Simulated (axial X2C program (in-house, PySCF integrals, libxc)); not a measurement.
Worked dissociation energy of RuSi⁺: B3LYP, without spin–orbit coupling

Calculated with an axial X2C code built on PySCF integrals. Spin-free means the one-electron spin-free X2C Hamiltonian. Basis: Ru dyall-v3z [12s12p8d3f2g], Si dyall-v3z [8s7p2d1f] (cores contracted in-house); Gaussian nuclei, density fitting, unrestricted open shells. Masses: Ru 101.904 u, Si 27.977 u.

Molecular state: M_S = 3/2, Λ = 0 (beyond evenly filled blocks: σα, δ+α, δ-α).

| Item | Value |
| --- | --- |
| E(Ru+) (2M_S = 3, M_L = 2) | -4530.157663 hartree |
| E(Si) (2M_S = 2, M_L = 0) | -290.012661 hartree |
| E(RuSi⁺) at Re | -4820.318076 hartree |
| ωe | 441.1 cm⁻¹ |
| ωexe | 1.91 cm⁻¹ |

(1) Work out De and D0.

The state is a single determinant with fixed occupations, the lowest that a limited PBE0 search found. De is counted from the lowest determinant-based energies of the atoms at the same level, without counterpoise correction. Other states lie close and PBE0, whose exact exchange favours high spin, may order them wrongly; the determinant shown need not be the ground state. The nearest other spin-free determinant of the search, M_S = 1/2, Λ = 2, lies 0.002 eV up at the distance of the search. The functionals have no current-density term, which raises determinants with orbital currents, atoms included. With spin–orbit coupling the lowest determinant has another configuration, so this spin-free state is a model.

Each atomic determinant is the lowest at this level and need not be a pure term. Totals compare only within one Hamiltonian and basis.

Results:

(1) De = -4530.157663 + (-290.012661) − (-4820.318076) = 0.14775 hartree = 4.021 eV. The zero-point energy is ωe/2 − ωexe/4 = 220 cm⁻¹ = 0.027 eV, so D0 = 3.993 eV.
